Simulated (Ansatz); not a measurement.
Geometry optimisation, RKS PBE0/def2-SVP (Ansatz).

input.yaml

```yaml
crystal:
  periodic: [false, false, false]
  atoms:
    - { symbol: "N", position_ang: [-0.4744, 1.138, -0.2078] }
    - { symbol: Si, position_ang: [0.5401, -0.2012, 0.1719] }
    - { symbol: F, position_ang: [0.7706, -0.2511, 1.8241] }
    - { symbol: Se, position_ang: [-0.3715, -2.1271, -0.5086] }
    - { symbol: H, position_ang: [-0.6142, 1.1977, -1.2773] }
    - { symbol: H, position_ang: [-0.0073, 2.0645, 0.0534] }
    - { symbol: H, position_ang: [1.8581, -0.0347, -0.5154] }
    - { symbol: H, position_ang: [-1.6092, -1.8431, 0.4038] }
basis:
  gaussian: { orbitals: def2-SVP }
hamiltonian:
  xc: pbe0
relax:
  f_tol: 0.015
  max_steps: 40
```

Run as:

```bash
$ ansatz run input.yaml --threads 2 --pin off --max-ram 3072MiB --backend cpu --events-out ev --progress --plain --runs-dir out
```

**Question.** Where does it end, and by what steps?

**Answer.** The forces met the threshold. After 12 steps the energy has fallen by 0.399 eV; H5 moved furthest, 0.33 Å.

```csv
step,energy less start (eV),largest force component (eV/Å),accepted
0,0.0000,2.206,yes
1,-0.2970,0.861,yes
2,-0.3535,0.387,yes
3,-0.3610,0.475,yes
4,-0.3428,1.531,no
5,-0.3881,0.347,yes
6,-0.3967,0.079,yes
7,-0.3981,0.052,yes
8,-0.3973,0.183,no
9,-0.3988,0.020,yes
10,-0.3988,0.017,yes
11,-0.3988,0.013,no
12,-0.3989,0.006,yes
```

```xyz
8
Properties=species:S:1:pos:R:3
N -0.352 1.118 -0.257
Si 0.652 -0.196 0.167
F 0.896 -0.055 1.767
Se -0.375 -2.122 -0.438
H -0.889 1.121 -1.114
H -0.193 2.050 0.111
H 2.015 -0.288 -0.421
H -1.661 -1.685 0.129
```

Run time: 56 s on 2 threads of Arm Neoverse N1 (shared host), peak memory 0.21 GiB.
